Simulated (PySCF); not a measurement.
Two species compared at the same levels of theory.

First species: C8H7N.
Cartesian coordinates in Å at the GFN2-xTB level; atoms count from 1:
```
atom  x, y, z in Å
C1    -1.2207    0.8992   -1.3994
C2    -0.8536   -0.3759   -1.3429
C3    -0.3988   -1.0854   -0.1564
C4     0.0070   -2.3514   -0.2253
C5    -0.3976   -0.3477    1.1661
C6     0.6055    0.6863    1.1737
C7     1.4623    1.5380    1.1533
C8     2.4120    2.5126    1.1467
N9     3.2113    3.3388    1.1410
H10   -1.2031    1.5538   -0.5444
H11   -1.5450    1.3451   -2.3240
H12   -0.8803   -0.9772   -2.2428
H13    0.0105   -2.8900   -1.1574
H14    0.3509   -2.8943    0.6386
H15   -0.1890   -1.0473    1.9803
H16   -1.3792    0.1044    1.3405
```

Second species: C₅H₉N.
SMILES: `CN(C)C1=CC1`

Levels: CAM-B3LYP/def2-SVPD for dipole moment, HOMO energy, LUMO energy, HOMO–LUMO gap, static isotropic polarisability and electronic spatial extent ⟨r²⟩ about the centre of nuclear charge; TDDFT CAM-B3LYP/def2-SVPD for lowest singlet excitation; TDA CAM-B3LYP/def2-SVPD for lowest triplet excitation (Tamm–Dancoff); GFN2-xTB for rotational constant A and rotational constant C. Geometries: GFN2-xTB. Each structure is a single optimised conformer of the isolated species, non-relativistic unless stated. Electronic properties by PySCF.

Dipoles, sizes and rotational constants follow the conformer. The torsions of the flexible species, by atom-mapped SMILES:
- `[CH2:1]=[CH:2][C:3](=[CH2:4])[CH2:5][C:6]#[C:7][C:8]#[N:9]`: C1–C2–C3–C4 -177°, C2–C3–C5–C6 -69°
- `[CH3:1][N:2]([CH3:3])[C:4]1=[CH:5][CH2:6]1`: C1–N2–C4–C5 20°

Values for the first species:

- Dipole moment: 5.25 D
- HOMO energy: -8.59 eV
- LUMO energy: -0.42 eV
- HOMO–LUMO gap: 8.17 eV
- Lowest singlet excitation: 5.15 eV
- Lowest triplet excitation (Tamm–Dancoff): 3.29 eV
- Static isotropic polarisability: 103.4 au
- Electronic spatial extent ⟨r²⟩ about the centre of nuclear charge: 1563 bohr²
- Rotational constant A: 3.132 GHz
- Rotational constant C: 0.720 GHz

Q: Estimate the same properties for the second species, and the change in each.

A: 
```tsv
property	first	second	second less first
dipole moment	5.25 D	1.99 D	-3.26 D
HOMO energy	-8.59 eV	-6.76 eV	+1.83 eV
LUMO energy	-0.42 eV	1.27 eV	+1.69 eV
HOMO–LUMO gap	8.17 eV	8.03 eV	-0.14 eV
lowest singlet excitation	5.15 eV	5.28 eV	+0.13 eV
lowest triplet excitation (Tamm–Dancoff)	3.29 eV	4.05 eV	+0.76 eV
static isotropic polarisability	103.4 au	69.0 au	-34.4 au
electronic spatial extent ⟨r²⟩ about the centre of nuclear charge	1563 bohr²	632 bohr²	-931 bohr²
rotational constant A	3.132 GHz	6.643 GHz	+3.511 GHz
rotational constant C	0.720 GHz	2.083 GHz	+1.363 GHz
```

On the first: The polarisability is 15.31 Å³ as a volume (1 au = 0.148185 Å³), or 1.67 au for each of the 62 electrons. No computed singlet falls in the visible range (750 to 380 nm, 1.65 to 3.26 eV); S1 lies 1.89 eV above its blue end.

On the second: The vertical singlet–triplet gap S1 − T1 is 1.23 eV (TDDFT singlet less Tamm–Dancoff triplet). The polarisability is 10.23 Å³ as a volume (1 au = 0.148185 Å³), or 1.50 au for each of the 46 electrons.
